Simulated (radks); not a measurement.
Values are calculated unless marked as measured or tabulated.
Species: Tb XXV. Configuration: [Kr] 4d5. Level of theory: scalar-relativistic Kohn-Sham, BLYP, spin-polarised, spherical densities, finite nucleus; open shells are filled with parallel spins first (spin-orbit coupling, left out, can overturn this in heavy ions); Fermi nuclear charge, rms radius 5.06 fm (a radial shooting solver on a logarithmic mesh with Libxc functionals).

Normalised radial functions P(r) = r R(r), r in bohr:

```
   r/bohr * 4s down, o 4d up, + 4d down (the largest magnitude, 1.68, reaches the edge; | marks zero, & curves that meet)
 0.002958                             &   *
 0.003362                             &    *
 0.003791                             &    *
 0.004274                             &    *
 0.004858                             &     *
 0.005477                             &     *
 0.006176                             &     *
 0.007019                             &      *
 0.007914                             &      *
 0.008923                             &      *
  0.01014                             &      *
  0.01143                             &      *
  0.01289                             &     *
  0.01465                             &     *
  0.01652                             &    *
  0.01863                             &   *
  0.02117                             |& *
  0.02387                             |&
  0.02691                             *&
  0.03059                          *  | &
  0.03449                        *    | &
  0.03889                      *      |  &
  0.04384                    *        |   &
  0.04983                   *         |    &
  0.05618                  *          |     &
  0.06335                  *          |      &
    0.072                   *         |        &
  0.08118                     *       |         &
  0.09153                        *    |           &
    0.104                             *             &
   0.1173                             |    *         &
   0.1322                             |        *     &
   0.1503                             |             *&
   0.1695                             |             & *
   0.1911                             |          &    *
   0.2172                             |      &     *
   0.2448                             | &     *
   0.2761                         &   |*
   0.3138                   & *       |
   0.3538             &               |
   0.3989      * &                    |
   0.4533  *  &                       |
   0.5111  * &                        |
   0.5763     &                       |
   0.6498        &*                   |
   0.7385            +o *             |
   0.8327                 &  *        |
   0.9388                     &  *    |
    1.067                        +o*  |
    1.203                           &*|
    1.356                            &*
    1.542                             &
    1.738                             &
```

4s down: eigenvalue -1040.3 eV, 3 radial nodes at r = 0.0261, 0.104, 0.279 bohr, <r> = 0.507 bohr, 90 % of the charge inside 0.720 bohr. 4d up: eigenvalue -803.84 eV, 1 radial node at r = 0.256 bohr, <r> = 0.536 bohr, 90 % of the charge inside 0.783 bohr. 4d down (empty): eigenvalue -793.48 eV, 1 radial node at r = 0.255 bohr, <r> = 0.537 bohr, 90 % of the charge inside 0.786 bohr.
